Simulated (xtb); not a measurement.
C3H11NSi2, SMILES C=CN([SiH3])C[SiH3]. All values are semi-empirical tight-binding results from xtb (GFN2-xTB unless named), good for trends rather than for accurate numbers. Geometry optimised at GFN2-xTB. This is a generated structure with no PubChem entry under its InChIKey; it may be hypothetical. The values are those of a single conformer.

Computed properties:
```yaml
orbital_gap: 4.07 eV
dipole_moment: 1.00 D
zero_point_energy: 77.2 kcal/mol
G − E(el) at 298.15 K (modified RRHO): 55.4 kcal/mol
static polarisability (D4 model): 105.1 bohr³
solvation energy, GFN2-xTB/ALPB(water): 0.4 kcal/mol
solvation energy, GFN2-xTB/ALPB(octanol): -4.1 kcal/mol
```
